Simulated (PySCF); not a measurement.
H₇BGe₂O, SMILES O[B]([GeH3])[GeH3] (B3LYP/def2-SVP optimised geometry):

```
11

B     -0.028    -0.620     0.000
Ge    -1.151     1.156     0.000
H     -0.873     2.016    -1.255
H     -2.675     0.851     0.022
H     -0.840     2.040     1.230
Ge     2.065    -0.620     0.000
H      2.611     0.127    -1.242
H      2.612     0.137     1.235
H      2.675    -2.040     0.005
O     -0.637    -1.824    -0.001
H     -1.605    -1.791    -0.001
```

Computed with B3LYP/def2-TZVP run with PySCF.

Q: What are the frontier orbital energies and the dipole moment?

A: HOMO-2 -9.09 eV, HOMO-1 -9.04 eV, HOMO -7.08 eV, LUMO -1.68 eV, LUMO+1 -0.18 eV; dipole moment 1.82 D.

Meta-Löwdin charges at B3LYP/def2-TZVP: B1 0.05, Ge2 0.18, H3 -0.05, H4 -0.07, H5 -0.05, Ge6 0.20, H7 -0.06, H8 -0.06, H9 -0.06, O10 -0.45, H11 0.36.
